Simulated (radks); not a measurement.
The numbers below are computed, except where a source is named.
Species: Tb11.75+. Configuration: [Kr] 4d9.25 4f6 5s2 (fractional occupations, a model configuration).

Code: a radial shooting solver on a logarithmic mesh with Libxc functionals. Model: Dirac Kohn-Sham, PBEsol, spin-unpolarised, spherical densities, finite nucleus; open shells are shared between the two j in proportion to 2j + 1; Fermi nuclear charge, rms radius 5.06 fm.

Energy parts (eV):
part                      energy
total                 -317534.53
kinetic                347311.03
electron-nucleus      -769675.22
Hartree                111496.01
exchange-correlation    -6666.35

Orbitals (lengths in bohr, moments of r in powers of bohr; r(90%) holds 90 % of the orbital's charge):
[
 {"orbital": "1s1/2", "occ.": "2", "eigenvalue (eV)": "-52006.68", "r(90%)": "0.0389", "<r^4>": "1.065e-06", "small-component weight": "5.87e-02"},
 {"orbital": "2s1/2", "occ.": "2", "eigenvalue (eV)": "-8809.652", "r(90%)": "0.142", "<r^4>": "0.0001676", "small-component weight": "1.30e-02"},
 {"orbital": "2p1/2", "occ.": "2", "eigenvalue (eV)": "-8385.195", "r(90%)": "0.125", "<r^4>": "0.0001034", "small-component weight": "1.31e-02"},
 {"orbital": "2p3/2", "occ.": "4", "eigenvalue (eV)": "-7638.951", "r(90%)": "0.134", "<r^4>": "0.0001370", "small-component weight": "1.21e-02"},
 {"orbital": "3s1/2", "occ.": "2", "eigenvalue (eV)": "-2131.130", "r(90%)": "0.351", "<r^4>": "0.006462", "small-component weight": "4.14e-03"},
 {"orbital": "3p1/2", "occ.": "2", "eigenvalue (eV)": "-1946.333", "r(90%)": "0.343", "<r^4>": "0.005850", "small-component weight": "4.09e-03"},
 {"orbital": "3p3/2", "occ.": "4", "eigenvalue (eV)": "-1792.131", "r(90%)": "0.362", "<r^4>": "0.007217", "small-component weight": "3.81e-03"},
 {"orbital": "3d3/2", "occ.": "4", "eigenvalue (eV)": "-1473.325", "r(90%)": "0.334", "<r^4>": "0.005175", "small-component weight": "3.69e-03"},
 {"orbital": "3d5/2", "occ.": "6", "eigenvalue (eV)": "-1439.649", "r(90%)": "0.339", "<r^4>": "0.005522", "small-component weight": "3.61e-03"},
 {"orbital": "4s1/2", "occ.": "2", "eigenvalue (eV)": "-598.0733", "r(90%)": "0.769", "<r^4>": "0.1518", "small-component weight": "1.35e-03"},
 {"orbital": "4p1/2", "occ.": "2", "eigenvalue (eV)": "-525.1442", "r(90%)": "0.792", "<r^4>": "0.1691", "small-component weight": "1.28e-03"},
 {"orbital": "4p3/2", "occ.": "4", "eigenvalue (eV)": "-489.6968", "r(90%)": "0.832", "<r^4>": "0.2058", "small-component weight": "1.18e-03"},
 {"orbital": "4d3/2", "occ.": "3.7", "eigenvalue (eV)": "-368.8208", "r(90%)": "0.892", "<r^4>": "0.2674", "small-component weight": "1.03e-03"},
 {"orbital": "4d5/2", "occ.": "5.55", "eigenvalue (eV)": "-362.2012", "r(90%)": "0.905", "<r^4>": "0.2835", "small-component weight": "1.00e-03"},
 {"orbital": "4f5/2", "occ.": "2.57143", "eigenvalue (eV)": "-215.2970", "r(90%)": "1.07", "<r^4>": "0.5363", "small-component weight": "7.20e-04"},
 {"orbital": "4f7/2", "occ.": "3.42857", "eigenvalue (eV)": "-214.1584", "r(90%)": "1.07", "<r^4>": "0.5495", "small-component weight": "7.12e-04"},
 {"orbital": "5s1/2", "occ.": "2", "eigenvalue (eV)": "-231.9545", "r(90%)": "1.58", "<r^4>": "2.765", "small-component weight": "4.16e-04"}
]

The highest occupied level is 4f7/2 at -214.16 eV. The density falls to 0.001 e/bohr^3 at r = 2.20 bohr. Summed over all electrons, <r^2> = 13.92 bohr^2, which gives a Langevin (diamagnetic) susceptibility term of -11 x 10^-6 cm^3/mol. The electron density at the nucleus is 6.862e+05 e/bohr^3.
